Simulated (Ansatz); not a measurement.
`N[SiH]1N=C1Cl` + H₂ → `N[SiH]1C=N1` + HCl at 500 K and 1 bar (hydrogenolysis of a C–Cl bond).

Computed with Ansatz on PBE0-D4/def2-TZVP structures; ΔE is electronic, products minus reactants. CBS: MP2 limit from def2 TZ/QZ plus the TZ coupled-cluster correction, frozen cores. This one scheme is used for every species. Each species was taken in one conformer, which may not be the lowest.

| species | CCSD(T)/CBS energy (Eh) | H − E (kJ/mol) | S (J/(mol·K)) |
| --- | --- | --- | --- |
| `N[SiH]1N=C1Cl` | -898.10187 | 161.2 | 388.9 |
| H₂ | -1.17544 | 41.0 | 145.5 |
| `N[SiH]1C=N1` | -438.91336 | 177.9 | 349.7 |
| HCl | -460.38127 | 32.5 | 201.9 |

H − E and S are ideal-gas, rigid-rotor, harmonic terms from PBE0-D4/def2-TZVP, for one conformer and one mirror image of each species. The MP2-based limit puts H₂ 0.8 mEh under its directly extrapolated value; such offsets cancel only in part. 1 Eh = 2625.50 kJ/mol, R = 8.31446 J/(mol·K).

**Question.** By hand: ΔE, ΔH, ΔS and ΔG.

**Answer.** ΔE = (-438.91336) + (-460.38127) − (-898.10187) − (-1.17544) = -0.01732 Eh = -45.5 kJ/mol. Δ(H − E) = 177.9 + 32.5 − 161.2 − 41.0 = 8.2, so ΔH = -37.3 kJ/mol. ΔS = 349.7 + 201.9 − 388.9 − 145.5 = 17.2 J/(mol·K). ΔG = -37.3 − 500 × (17.2)/1000 = -45.9 kJ/mol.

**Question.** By hand: the equilibrium constant, and the temperature at which ΔG would vanish if ΔH and ΔS stayed fixed.

**Answer.** log₁₀ K = −ΔG/(RT ln 10) = 4.8. ΔH and −TΔS have one sign here, so there is no such temperature.

ΔH outweighs TΔS. A doubt of 5 kJ/mol in ΔE shifts log₁₀ K by 0.5 here. Other conformers and mirror images would add mixing entropy, several J/(mol·K) or more a flexible species. These are equilibria of isolated gas molecules and say nothing of rates. Largest T1 diagnostic: 0.013 (customary marks: 0.02 for closed shells, 0.045 for open ones).
